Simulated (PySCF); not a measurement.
GaH₃O₃, SMILES [OH][Ga]([OH])[OH]. Atoms are numbered in the order given.

```xyz
7

Ga     0.0000     0.0000     0.0000
O     -1.6848    -0.5804     0.0000
H     -2.3302     0.1389     0.0000
O      0.3397     1.7493     0.0000
H      1.2854     1.9486     0.0000
O      1.3451    -1.1689     0.0000
H      1.0448    -2.0875     0.0000
```

Geometry optimised at B3LYP-D3(BJ)/def2-SVP. One conformer was computed; it need not be the lowest.

All values below come from PySCF with TDA-CAM-B3LYP/def2-SVPD.

Vertical excitations; the highest root listed may be one member of a degenerate set. Isolated molecule, no solvent. State labels are in the subgroup Cs.

Computed lowest excited states:
```tsv
state	symmetry	energy (eV)	λ (nm)	f	main pairs
S1	A"	6.49	191	0.000	HOMO→LUMO, HOMO−1→LUMO (degenerate set)
S2	A"	6.49	191	0.000	HOMO−1→LUMO, HOMO→LUMO (degenerate set)
S3	A'	7.40	167	0.083	HOMO−2→LUMO, HOMO→LUMO+1 (degenerate set)
S4	A'	7.40	167	0.083	HOMO−3→LUMO, HOMO−1→LUMO+1 (degenerate set)
S5	A"	7.53	165	0.186	HOMO−4→LUMO 85 %
S6	A'	8.09	153	0.000	HOMO−5→LUMO 82 %
S7	A"	8.63	144	0.000	HOMO−2→LUMO+1, HOMO−3→LUMO+1 (degenerate set)
S8	A"	8.63	144	0.000	HOMO−3→LUMO+1, HOMO−2→LUMO+1 (degenerate set)
S9	A'	8.66	143	0.184	HOMO→LUMO+1, HOMO−2→LUMO (degenerate set)
S10	A'	8.66	143	0.184	HOMO−1→LUMO+1, HOMO−3→LUMO (degenerate set)
T1	A"	6.07	204	0	HOMO→LUMO, HOMO−1→LUMO (degenerate set)
T2	A"	6.07	204	0	HOMO−1→LUMO, HOMO→LUMO (degenerate set)
T3	A'	6.75	184	0	HOMO−2→LUMO (degenerate set)
T4	A'	6.75	184	0	HOMO−3→LUMO (degenerate set)
```
Triplets are in the Tamm–Dancoff approximation.
